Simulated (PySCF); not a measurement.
Input for PySCF: D3(BJ) and D4 dispersion corrections on C3H9Cl (a complex), monomers drawn apart or pushed together.

```python
from pyscf import gto
from pyscf.dispersion import dftd3, dftd4

mol = gto.M(
    atom='''
    C    -0.67173637   -0.91113849    0.84014473
    Cl   -0.84297385    0.87418651    0.79900366
    H    -0.58797957   -1.26875247   -0.18153443
    H     0.22178746   -1.15511480    1.40631480
    H    -1.55089701   -1.32722810    1.32200514
    C     1.21727693    0.15773060    6.29205564
    C    -0.13282826   -0.54005220    6.42717455
    H     1.53955770    0.20239810    5.25032486
    H     1.99214963   -0.35915741    6.86192179
    H     1.16758427    1.18518199    6.65717332
    H    -0.89776810   -0.03014811    5.83925393
    H    -0.46810196   -0.55875813    7.46601586
    H    -0.08281483   -1.57537692    6.08238496
    ''',
    basis='def2-svp',
    charge=0, spin=0, verbose=0, max_memory=1800)
d3, d4 = {}, {}
for xc in ['hf', 'pbe', 'blyp', 'revpbe', 'tpss', 'r2scan', 'b3lyp', 'pbe0', 'bhlyp', 'camb3lyp', 'b2plyp']:
    d3[xc] = float(dftd3.DFTD3Dispersion(mol, xc=xc, version='d3bj', atm=False).get_dispersion()['energy'])
    print(f'D3(BJ) {xc:10s} {d3[xc]:14.8f} Eh')
for xc in ['hf', 'pbe', 'blyp', 'revpbe', 'tpss', 'r2scan', 'b3lyp', 'pbe0', 'bhlyp', 'camb3lyp', 'b2plyp']:
    d4[xc] = float(dftd4.DFTD4Dispersion(mol, xc={'camb3lyp': 'cam-b3lyp'}.get(xc, xc), atm=True).get_dispersion()['energy'])
    print(f'D4     {xc:10s} {d4[xc]:14.8f} Eh')
```

It printed:

```
D3(BJ) hf            -0.05328356 Eh
D3(BJ) pbe           -0.00576489 Eh
D3(BJ) blyp          -0.01182470 Eh
D3(BJ) revpbe        -0.01552001 Eh
D3(BJ) tpss          -0.00699572 Eh
D3(BJ) r2scan        -0.00159714 Eh
D3(BJ) b3lyp         -0.00956988 Eh
D3(BJ) pbe0          -0.00474583 Eh
D3(BJ) bhlyp         -0.00719869 Eh
D3(BJ) camb3lyp      -0.00400128 Eh
D3(BJ) b2plyp        -0.00420274 Eh
D4     hf            -0.01993703 Eh
D4     pbe           -0.00476440 Eh
D4     blyp          -0.01090644 Eh
D4     revpbe        -0.01826041 Eh
D4     tpss          -0.00643669 Eh
D4     r2scan        -0.00126663 Eh
D4     b3lyp         -0.00756151 Eh
D4     pbe0          -0.00393914 Eh
D4     bhlyp         -0.00505180 Eh
D4     camb3lyp      -0.00388273 Eh
D4     b2plyp        -0.00328801 Eh
```

The run finished.

Cost: about 0.03 core-seconds (a rough figure).
